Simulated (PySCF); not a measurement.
## Telling isomers of C₄H₃NO₃ apart by NMR

Computational details: σ from GIAO-PBE0/pcSseg-1, geometry from GFN2-xTB, in PySCF 2.14.0 with density-fitted response routines (one averaged value for each set of equivalent atoms, gas phase, a single conformation, relativity neglected).

Chemical shifts δ = σref − σ; 1H (σ = 31.72 ppm) and 13C (σ = 186.93 ppm) vs TMS, all at this level. Where no couplings were computed, multiplicities follow the n + 1 count of equivalent neighbours, and m marks all less simple cases (inequivalent or close neighbours, rings, F or P nearby). Acid and N–H amide carbonyl carbons lie up to 10 ppm further downfield in solution (hydrogen bonding). Shifts are as computed. Against solution values, carbons near 30 ppm lie about +3 ppm off and those near 130 ppm about +5 ppm. Of 1211 compounds with measured shifts, 218 miss one by over three times the rms of a fit or turn the order of signals round; such compounds aren't used in these exercises. OH and NH positions are gas-phase values without hydrogen bonding to other molecules.

(1) Tabulate the signals of `O=C(O)c1ccon1`, `O=COc1cnoc1` and their relative energies.

(2) What is the quickest way to tell O=C(O)c1ccon1 from O=COc1cnoc1?

Results:

(1) 
```tsv
SMILES	carbon types	δC	δH	E rel. (kcal/mol)
O=C(O)c1ccon1	2×C 2×CH	166.1, 166.1, 159.7, 115.9	8.71 (m, 1H), 7.19 (m, 1H), 6.71 (br s, 1H)	0.0
O=COc1cnoc1	1×C 3×CH	161.3, 156.3, 145.6, 142.6	9.71 (m, 1H), 8.38 (m, 1H), 8.26 (s, 1H)	17.4
```

Energies are electronic energies at PBE0/pcSseg-1 on these geometries, without zero-point or thermal terms, each for the one conformer computed, which needn't be the lowest.

(2) Both give the same number of carbon signals, but DEPT or the intensities differ. The first has an aromatic CH at 115.9 ppm, the second an aromatic CH next to a ring nitrogen at 145.6 ppm. Their most deshielded carbons lie at 166.1 and 161.3 ppm. In the proton spectra the most deshielded non-exchanging signals are 8.71 (m, 1H) and 9.71 (m, 1H).
